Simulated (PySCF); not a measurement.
Molecule: Ga(H)(NH2)2, SMILES [NH2][GaH][NH2]. Atoms near the plane z = 0.6 Å, at the B3LYP/def2-SVP optimised geometry (x, y, z in Å): Ga1 (-0.3, 0.6, 0.0), H2 (-1.1, 1.9, 0.0), N3 (1.5, 0.6, 0.0), H4 (2.1, 1.4, 0.0), H5 (2.1, -0.2, 0.0), N6 (-1.1, -1.0, 0.0), H7 (-0.6, -1.9, 0.0), H8 (-2.1, -1.1, 0.0).

Level of theory: B3LYP/def2-TZVP (PySCF). The values are rescaled to run from 0 to 1.

```
|+++++++++++++++++++++++++++++|
|+++++++++++++++++++++++++++++|
|+++++++++++++++++++++++++++++|
|+++++++++++++++++++++++++++++|
|+++++++++++++++++++++++++++++|
|+++++++++++++++++++++++++++++|
|+++++++++++++++++++++++++++++|
|++++++++++++++++======+++++++|
|+++++++++++++++========++++++|
|+++++++++++++++=========+++++|
|+++++++++++++++==----====++++|
|+++++++++++++++==-..:-===++++|
|+++++++++++++++=-:  .-===++++|
|+++++++++++++++==:. :-===++++|
|++++++++++**+++==--:--===++++|
|++++++++***#*+++===-====+++++|
|++++++++*#%%#*+++=======+++++|
|+++++++**%@@%*++++=====++++++|
|++++++++*#@@#*+++++++++++++++|
|++++++++**##**+++++++++++++++|
|+++++++++****++++++++++++++++|
|+++++++++++++++++++++++++++++|
|+++++++++++++++++++++++++++++|
|+++++++++++++++++++++++++++++|
|+++++++++++++++++++++++++++++|
|+++++++++++++++++++++++++++++|
|+++++++++++++++++++++++++++++|
|+++++++++++++++++++++++++++++|
|+++++++++++++++++++++++++++++|
```
Scale: ten equal steps from 0.000 (start of ' ') to 1.00 (end of '@'), in the order ' .:-=+*#%@'; x runs from -4.50 to 4.50, y from -4.50 (bottom) to 4.50 (top).

Problem. Which quantity is mapped?
A. electron localisation function
B. deformation density (molecule minus spherical neutral atoms)
C. an orbital amplitude
D. log10 of the electron density

Solution. C, an orbital amplitude. In full: HOMO amplitude (bohr^(-3/2)).
